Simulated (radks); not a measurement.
Problem. The mean radii <r> (bohr) of the occupied orbitals of an atom or ion are listed with their occupations. Calculated with a radial shooting solver on a logarithmic mesh with Libxc functionals: scalar-relativistic Kohn-Sham, PBE, spin-polarised, spherical densities, point nucleus.

orbital  occ.      <r>
1s down     1  0.05409
1s up       1  0.05409
2s up       1   0.2451
2s down     1   0.2446
2p up       3   0.2156
2p down     3   0.2150
3s up       1   0.7185
3s down     1   0.7228
3p up       3   0.7416
3p down     3   0.7484
3d up       5   0.7877

Name the element and its charge. Open shells, if any, are filled with parallel spins first.

Solution. Z = 28, nickel, charge +5: Ni5+ in [Ar] 3d5. The 1s radius gives Z: for a bare nucleus <r> = (2 gamma + 1)/(2Z) with gamma = sqrt(1 - (Z/c)^2), 0.05282 bohr for Z = 28, and screening makes it slightly larger (0.05409 here). The occupations add up to 23, and the charge is Z minus that.
